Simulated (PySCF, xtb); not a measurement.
H8N2OSi2, SMILES N[Si@@H](O)N[SiH3]. Other conformers were not sampled.

Harmonic wavenumbers (cm⁻¹) from GFN2-xTB (xtb) at its own minimum, in rising order: 49, 82, 124, 194, 220, 259, 282, 294, 342, 569, 572, 606, 684, 699, 713, 760, 804, 807, 828, 838, 886, 925, 1003, 1192, 1533, 2189, 2231, 2247, 2271, 3467, 3485, 3520, 3702.

**Question.** What does PBE-D3(BJ)/def2-SVP (PySCF) give at its own minimum? (An estimate is asked for; the answer gives what the named calculation found.)

**Answer.** 73, 112, 152, 210, 241, 297, 307, 355, 361, 416, 615, 689, 703, 739, 762, 801, 862, 892, 903, 910, 928, 932, 973, 1135, 1484, 2132, 2145, 2156, 2164, 3500, 3532, 3602, 3764. Paired by order, the mean absolute difference is 52 cm⁻¹ and the zero-point energies are 54.9 and 55.5 kcal/mol.
